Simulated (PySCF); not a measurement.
## Mg (magnesium, neutral): UHF calculation

Configuration: [Ne] 3s1 4s1, high-spin 3S determinant (an excited configuration). Computed with PySCF 2.14 in aug-cc-pV5Z, with the non-relativistic Hamiltonian (point nucleus).

| Quantity | Value |
| --- | --- |
| Total energy | -199.460164 hartree |
| One-electron energy | -277.2838 hartree |
| Hartree (Coulomb) energy | 93.7458 hartree |
| Exchange energy | -15.9221 hartree |
| Kinetic energy | 199.44950 hartree |
| ⟨S²⟩ | 2.0001 |
| ⟨L²⟩ | 0.000 |
| Sum of ⟨r⟩ | 17.32 bohr |
| Sum of ⟨r²⟩ | 99.14 bohr² |
| Density at the nucleus (Gaussians lack the cusp) | 1090 bohr⁻³ |
| Spin density at the nucleus | 1.97 bohr⁻³ |
| Langevin diamagnetic susceptibility | -78.5 ×10⁻⁶ cm³/mol |

```tsv
shell	electrons	mean orbital energy (eV)	rms radius, mean of both spins (bohr)
1s α	1	-1339.4	0.152
1s β	1	-1339.2	0.152
2s α	1	-107.72	0.756
2s β	1	-107.20	0.756
2p α	3	-67.183	0.771
2p β	3	-67.010	0.771
3s α	1	-11.347	3.03
4s α	1	-2.404	9.23
```

The outer electron is Rydberg-like, and this basis confines it to a smaller radius and binds it less than a complete one would.
